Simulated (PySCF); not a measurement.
## CaZn: from constants to spectrum

RHF-CCSD(T) constants of CaZn, ¹Σ⁺ (singlet), closed shell (basis Ca x2c-SVPall, Zn x2c-SVPall; spin-free X2C with a Gaussian nucleus; PySCF 2.14; masses 39.9626 and 63.9291 u):

| Item | Value |
| --- | --- |
| ωe | 42.9 cm⁻¹ |
| ωexe | 0.908 cm⁻¹ |
| Be | 0.044373 cm⁻¹ |
| αe | 0.000986 cm⁻¹ |
| D (centrifugal) | 1.9e-07 cm⁻¹ |
| De to Ca + Zn | 0.063 eV |

(1) Estimate the standard entropy (1 bar) and heat capacity of the ideal gas at 1500 K, rigid rotor with B0 and harmonic oscillator at the fundamental.

Correlated steps freeze 10 core orbitals. The bond is weak. Basis-set superposition, not corrected here, can be much of De in a small basis, most of all at correlated wavefunction levels.

Results:

(1) Translation (Sackur–Tetrode, M = 103.89 u): 200.3 J/(mol K). Rotation: q = kT/(σB0) = 23800 with σ = 1, 92.1. Vibration: x = hcν0/kT = 0.0394, 35.20. S° = 327.6 J/(mol K); Cp = 7R/2 + 8.31 = 37.4 J/(mol K).
